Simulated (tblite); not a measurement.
C4H13BCl2Si2.
Atom-mapped SMILES: `[CH3:1][B:2]([CH3:3])[CH2:4][SiH2:5][Si@H:6]([Cl:7])[CH2:8][Cl:9]` (hydrogens: H10, H11, H12 on C1; H13, H14, H15 on C3; H16, H17 on C4; H18, H19 on Si5; H20 on Si6; H21, H22 on C8)

Computed with GFN2-xTB (tblite), gas phase: L-BFGS steps from a force-field or distance-geometry start until the largest atomic force falls under 0.01 eV/Å.

At the end of the run (lengths in Å): Si5–Si6 2.329, C4–Si5 1.912, Si6–Cl7 2.037, Si6–C8 1.919, C4–H16 1.091, C1–H11 1.088, C1–H10 1.091, B2–C4–Si5 109.0°, Si5–Si6–Cl7 114.3°, C1–B2–C3 119.9°, C4–Si5–Si6 108.6°, C1–B2–C4–Si5 91°, B2–C4–Si5–Si6 179°, C4–Si5–Si6–Cl7 -49°, H18–Si5–C4–B2 -60°, H16–C4–Si5–Si6 57°.

Question: These geometries were met on the way; a selection of coordinates is given. Order them by energy above the end point, lowest first.
A. Si5–Si6 2.354, C4–Si5 1.920, Si6–Cl7 2.043, Si6–C8 1.926, C4–H16 1.090, C1–H11 1.084, C1–H10 1.093, B2–C4–Si5 119.5°, Si5–Si6–Cl7 111.2°, C1–B2–C3 119.4°, C4–Si5–Si6 102.1°, C1–B2–C4–Si5 87°, B2–C4–Si5–Si6 150°, C4–Si5–Si6–Cl7 -26°, H18–Si5–C4–B2 -92°, H16–C4–Si5–Si6 25°
B. Si5–Si6 2.335, C4–Si5 1.906, Si6–Cl7 2.066, Si6–C8 1.921, C4–H16 1.088, C1–H11 1.087, C1–H10 1.091, B2–C4–Si5 119.6°, Si5–Si6–Cl7 110.3°, C1–B2–C3 120.4°, C4–Si5–Si6 104.7°, C1–B2–C4–Si5 82°, B2–C4–Si5–Si6 151°, C4–Si5–Si6–Cl7 -27°, H18–Si5–C4–B2 -92°, H16–C4–Si5–Si6 26°
C. Si5–Si6 2.295, C4–Si5 1.892, Si6–Cl7 2.038, Si6–C8 1.905, C4–H16 1.097, C1–H11 1.093, C1–H10 1.093, B2–C4–Si5 120.7°, Si5–Si6–Cl7 109.8°, C1–B2–C3 117.9°, C4–Si5–Si6 102.3°, C1–B2–C4–Si5 87°, B2–C4–Si5–Si6 150°, C4–Si5–Si6–Cl7 -25°, H18–Si5–C4–B2 -94°, H16–C4–Si5–Si6 26°
D. Si5–Si6 2.237, C4–Si5 1.844, Si6–Cl7 2.104, Si6–C8 1.862, C4–H16 1.130, C1–H11 1.127, C1–H10 1.129, B2–C4–Si5 113.8°, Si5–Si6–Cl7 105.8°, C1–B2–C3 113.2°, C4–Si5–Si6 106.3°, C1–B2–C4–Si5 103°, B2–C4–Si5–Si6 147°, C4–Si5–Si6–Cl7 -23°, H18–Si5–C4–B2 -97°, H16–C4–Si5–Si6 25°
E. Si5–Si6 2.281, C4–Si5 1.903, Si6–Cl7 2.040, Si6–C8 1.920, C4–H16 1.077, C1–H11 1.071, C1–H10 1.092, B2–C4–Si5 116.3°, Si5–Si6–Cl7 107.5°, C1–B2–C3 114.6°, C4–Si5–Si6 103.3°, C1–B2–C4–Si5 96°, B2–C4–Si5–Si6 149°, C4–Si5–Si6–Cl7 -24°, H18–Si5–C4–B2 -96°, H16–C4–Si5–Si6 25°

Answer: B (0.119 eV), A (0.198 eV), C (0.336 eV), E (0.541 eV), D (1.099 eV).

| step | E above end (eV) | rms distance from the end, all atoms (Å) | largest force (eV/Å) | rms shift of all bonds from the end (Å) |
| --- | --- | --- | --- | --- |
| 25 | 0.119 | 0.684 | 0.254 | 0.007 |
| 11 | 0.198 | 0.737 | 0.301 | 0.007 |
| 6 | 0.336 | 0.745 | 0.559 | 0.012 |
| 2 | 0.541 | 0.751 | 0.995 | 0.015 |
| 0 | 1.099 | 0.757 | 2.965 | 0.039 |

Rows stand in the order of the answer.
